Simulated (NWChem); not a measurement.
System: C₃H₈BF; SMILES FBC(C)C

The following NWChem deck was run.

```
start job
memory heap 200 mb stack 900 mb global 1100 mb
geometry units angstroms noautoz
  B     -0.735502     0.902633    -0.000681
  F     -0.025016     1.990969    -0.266292
  H     -1.941978     1.042516     0.026173
  C     -0.024333    -0.454935     0.322410
  C      1.450147    -0.511371    -0.068868
  C     -0.819605    -1.668211    -0.163996
  H     -0.086929    -0.453669     1.435896
  H      1.934622    -1.424654     0.312498
  H      1.568007    -0.513289    -1.164869
  H      2.009808     0.353705     0.316741
  H     -1.873144    -1.621761     0.152222
  H     -0.394884    -2.609217     0.221150
  H     -0.809327    -1.734980    -1.264435
end
basis spherical
  B library 6-31g*
  F library 6-31g*
  H library 6-31g*
  C library 6-31g*
end
dft
  xc bhlyp
  iterations 150
end
tddft
  nroots 8
end
task tddft energy
```

All runs use the structure optimised with PBE0/def2-SVP. Not confirmed as a minimum by frequencies.

Vertical excitations in the gas phase.

Problem. Predict the main results of this run. (BHandHLYP/6-31G* (spherical d), full TDDFT.) Quantities: lowest excitation, singlet (eV); oscillator strength of that lowest state; lowest state with f > 0.02, singlet (eV); oscillator strength of that bright state; lowest triplet (eV); orbital gap (eV).

Solution. The lowest excitation, singlet (eV) is 6.57, the oscillator strength of that lowest state comes out as 0.000 and the lowest state with f > 0.02, singlet (eV) is 9.12. The oscillator strength of that bright state is 0.035 and the lowest triplet (eV) comes out as 5.97. The orbital gap (eV) is 10.57.
